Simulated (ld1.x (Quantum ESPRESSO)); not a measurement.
**Pb (Z = 82): one change to a TM potential, before and after**

* Element: lead
* Generator: ld1.x (Quantum ESPRESSO) 7.5
* Type: norm-conserving Troullier–Martins (Kleinman–Bylander form)
* Functional: PBE
* Relativity: scalar-relativistic
* Frozen core: [Xe] 4f14
* Valence charge: 14
* Reference configuration: 5d10 6s2 6p2
* Partial waves: 6p (bound): rc 2.00 bohr; 5d (bound): rc 1.90 bohr; 6s (bound): rc 1.95 bohr
* Local potential: the s channel
* Core correction: none

All-electron outer shells of the reference configuration (PBE, scalar-relativistic, ld1.x):

```tsv
shell	level (eV)	outermost node (bohr)	outermost maximum (bohr)
4f	-132.89	–	0.35
5p	-85.83	0.49	0.88
5d	-21.18	0.52	1.07
6s	-12.04	1.01	1.95
6p	-3.50	1.18	2.67
```

Change: core correction a·sin(br)/r model core inside 1.16 bohr.

Cutoffs: the cutoffs (Ry, on a coarse ladder) from which the occupation-weighted sum of valence levels, in a spherical-Bessel basis at the reference potential, stays within 10 and 1 mRy of its value at 400 Ry; they do not see the model core or the augmentation charge, which bear on the density cutoff. Errors are all-electron minus pseudo energies relative to the spin-unpolarised reference configuration.

Q: Predict the effect on cutoff, ghosts and configuration errors.

A: The potential gets neither clearly harder nor softer (50 Ry and 90 Ry → 50 Ry and 90 Ry); of the 7 tests that both files solve, the error grows in 6 and shrinks in 0 by more than 15 % and 0.3 meV (median size 2.7 → 13.1 meV); neither file shows a bound ghost. A model core, the more so a compact one, raises the density cutoff, which this test does not measure.

| quantity | base | changed |
| --- | --- | --- |
| cutoff, loose | 50 Ry | 50 Ry |
| cutoff, tight | 90 Ry | 90 Ry |
| bound ghosts | none | none |
| error for 5d10 6s2 6p1, meV [ΔE 6.58 eV] | -1.6 | -2.8 |
| error for 5d10 6s2 6p0, meV [ΔE 20.02 eV] | -3.8 | -14 |
| error for 5d10 6s1 6p0, meV [ΔE 52.43 eV] | +3.8 | -47 |
| error for 5d10 6s1 6p2, meV [ΔE 16.10 eV] | +0.7 | -4.5 |
| error for 5d10 6s0 6p0, meV [ΔE 95.13 eV] | +38 | -127 |
| error for 5d10 6s2 6p2.3, meV [ΔE -0.80 eV] | +0.4 | +0.4 |
| error for 5d10 6s0 6p4, meV [ΔE 17.83 eV] | +2.7 | -13 |
| s: phases at 2.20 bohr within 0.05 rad from the reference energy up to (Ry; the scan ends near 5) | 3.9 | 3.9 |
| p: phases at 2.20 bohr within 0.05 rad from the reference energy up to (Ry; the scan ends near 5) | 3.3 | 3.3 |
| d: phases at 2.20 bohr within 0.05 rad from the reference energy up to (Ry; the scan ends near 5) | 1.2 | 1.2 |
